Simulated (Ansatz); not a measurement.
Born–Oppenheimer molecular dynamics of FH₅Sn (7 atoms, charge 0, multiplicity 1). It starts at the highest image of a converged band, a first-order saddle point between two minima.

These are results of RKS PBE-D4/def2-TZVP (Ansatz), not measurements.

```json
{
 "ensemble": "NVE (velocity Verlet)",
 "time step": "0.5 fs",
 "steps asked": "200",
 "starting velocities drawn for": "300 K",
 "seed": "3933"
}
```

Frames 0.5 fs apart, positions in Å.

Velocities at 5 fs (Å/ps):

```
Sn -0.23 -0.12 0.16
H 11.44 -0.41 10.80
H 16.52 14.05 -13.39
H -2.82 8.51 -2.86
H -8.25 7.35 3.31
H 8.30 11.20 9.13
F 0.09 -1.41 -1.34
```

```xyz
7
Properties=species:S:1:pos:R:3 time_fs=5 energy_less_start_eV=0.117 T=120
Sn -0.581 -0.124 -0.210
H 1.336 -0.682 0.444
H -0.434 -1.339 -1.414
H -1.411 -0.476 1.314
H -1.221 1.225 -0.938
H 1.410 0.274 0.526
F 1.025 1.340 0.409
7
Properties=species:S:1:pos:R:3 time_fs=5.5 energy_less_start_eV=0.115 T=122
Sn -0.581 -0.124 -0.210
H 1.342 -0.683 0.449
H -0.426 -1.332 -1.421
H -1.412 -0.472 1.312
H -1.225 1.229 -0.937
H 1.415 0.280 0.531
F 1.025 1.340 0.408
7
Properties=species:S:1:pos:R:3 time_fs=6 energy_less_start_eV=0.110 T=131
Sn -0.581 -0.124 -0.209
H 1.346 -0.686 0.455
H -0.418 -1.326 -1.427
H -1.412 -0.468 1.308
H -1.231 1.235 -0.936
H 1.420 0.284 0.535
F 1.025 1.339 0.408
7
Properties=species:S:1:pos:R:3 time_fs=6.5 energy_less_start_eV=0.102 T=142
Sn -0.581 -0.124 -0.209
H 1.350 -0.691 0.459
H -0.410 -1.319 -1.433
H -1.411 -0.464 1.303
H -1.236 1.243 -0.937
H 1.425 0.289 0.540
F 1.025 1.339 0.407
7
Properties=species:S:1:pos:R:3 time_fs=7 energy_less_start_eV=0.094 T=155
Sn -0.581 -0.124 -0.209
H 1.353 -0.697 0.464
H -0.402 -1.314 -1.439
H -1.410 -0.460 1.296
H -1.243 1.251 -0.937
H 1.431 0.292 0.545
F 1.025 1.339 0.406
7
Properties=species:S:1:pos:R:3 time_fs=7.5 energy_less_start_eV=0.087 T=166
Sn -0.581 -0.124 -0.209
H 1.356 -0.705 0.469
H -0.394 -1.308 -1.444
H -1.408 -0.456 1.289
H -1.249 1.260 -0.939
H 1.438 0.295 0.550
F 1.025 1.338 0.406
7
Properties=species:S:1:pos:R:3 time_fs=8 energy_less_start_eV=0.082 T=173
Sn -0.581 -0.124 -0.209
H 1.357 -0.713 0.473
H -0.386 -1.302 -1.450
H -1.405 -0.453 1.280
H -1.256 1.270 -0.940
H 1.444 0.297 0.555
F 1.025 1.338 0.405
7
Properties=species:S:1:pos:R:3 time_fs=8.5 energy_less_start_eV=0.080 T=176
Sn -0.581 -0.124 -0.209
H 1.359 -0.722 0.477
H -0.379 -1.297 -1.455
H -1.402 -0.449 1.271
H -1.263 1.280 -0.941
H 1.451 0.297 0.560
F 1.025 1.339 0.404
7
Properties=species:S:1:pos:R:3 time_fs=9 energy_less_start_eV=0.082 T=174
Sn -0.581 -0.124 -0.208
H 1.359 -0.731 0.481
H -0.372 -1.292 -1.459
H -1.399 -0.446 1.261
H -1.270 1.290 -0.943
H 1.458 0.297 0.564
F 1.025 1.339 0.403
7
Properties=species:S:1:pos:R:3 time_fs=9.5 energy_less_start_eV=0.087 T=166
Sn -0.581 -0.124 -0.208
H 1.358 -0.741 0.486
H -0.364 -1.287 -1.463
H -1.396 -0.444 1.251
H -1.276 1.300 -0.944
H 1.464 0.295 0.569
F 1.024 1.339 0.403
7
Properties=species:S:1:pos:R:3 time_fs=10 energy_less_start_eV=0.095 T=153
Sn -0.581 -0.124 -0.208
H 1.357 -0.750 0.490
H -0.358 -1.282 -1.467
H -1.392 -0.442 1.241
H -1.282 1.309 -0.945
H 1.470 0.293 0.573
F 1.024 1.339 0.402
7
Properties=species:S:1:pos:R:3 time_fs=10.5 energy_less_start_eV=0.105 T=138
Sn -0.581 -0.125 -0.208
H 1.356 -0.759 0.494
H -0.351 -1.278 -1.470
H -1.389 -0.441 1.232
H -1.288 1.317 -0.946
H 1.476 0.289 0.577
F 1.024 1.340 0.401
```

Of the whole run (100 fs, mean temperature of the second half 1580 K): The conserved energy stayed within 0.37 meV per atom of its start (net change 0.3 meV per atom), so the integration is sound. The kinetic energy rose, since the run started high on the potential surface and went downhill. It ends in pieces (FH3Sn + H2), so much of that is their flight and rotation, not heat. A run of 0.1 ps of so small a system gives no equilibrium averages. The orbitals stay closed-shell, which can raise the energy where a bond breaks towards radicals; this wasn't checked here.

Run time: 4.7 min on 2 threads of Intel(R) Xeon(R) Platinum 8259CL CPU @ 2.50GHz (Skylake/Cascade Lake), on a shared host, peak memory 0.18 GiB.
